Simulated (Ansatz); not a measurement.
`NB(F)[SeH]` + H₂ → H₂Se + `NBF` at 400 K and 1 bar (hydrogenolysis of the Se–B bond).

Gas-phase electronic energies from Ansatz, PBE0-D4/def2-TZVP geometries. CCSD(T)/CBS adds triple-zeta CCSD(T) − MP2 to the extrapolated MP2 energy (def2 sets, frozen cores). This one scheme is used for every species. For Se outer-core shells are correlated without core-valence functions, which leaves a few kJ/mol of doubt a bond. Scalar relativity is left out up to krypton. One conformer a species, not always the lowest.

```csv
species,CCSD(T)/CBS energy (Eh),H − E (kJ/mol),S (J/(mol·K))
`NB(F)[SeH]`,-2581.93092,136.5,339.7
H₂,-1.17544,38.0,139.0
H₂Se,-2401.89790,49.4,229.5
`NBF`,-181.19761,130.1,274.9
```

H − E and S are ideal-gas, rigid-rotor, harmonic terms from PBE0-D4/def2-TZVP, for one conformer and one mirror image of each species. The MP2-based limit puts H₂ 0.8 mEh under its directly extrapolated value; such offsets cancel only in part. 1 Eh = 2625.50 kJ/mol, R = 8.31446 J/(mol·K).

**Question.** By hand: ΔE, ΔH, ΔS and ΔG.

**Answer.** ΔE = (-2401.89790) + (-181.19761) − (-2581.93092) − (-1.17544) = 0.01085 Eh = 28.5 kJ/mol. Δ(H − E) = 49.4 + 130.1 − 136.5 − 38.0 = 5.0, so ΔH = 33.5 kJ/mol. ΔS = 229.5 + 274.9 − 339.7 − 139.0 = 25.7 J/(mol·K). ΔG = 33.5 − 400 × (25.7)/1000 = 23.2 kJ/mol.

**Question.** By hand: the equilibrium constant, and the temperature at which ΔG would vanish if ΔH and ΔS stayed fixed.

**Answer.** log₁₀ K = −ΔG/(RT ln 10) = -3.0. ΔG = 0 at ΔH/ΔS = 1304 K.

ΔH outweighs TΔS. A doubt of 5 kJ/mol in ΔE shifts log₁₀ K by 0.7 here. Other conformers and mirror images would add mixing entropy, several J/(mol·K) or more a flexible species. These are equilibria of isolated gas molecules and say nothing of rates. Largest T1 diagnostic: 0.012 (customary marks: 0.02 for closed shells, 0.045 for open ones).
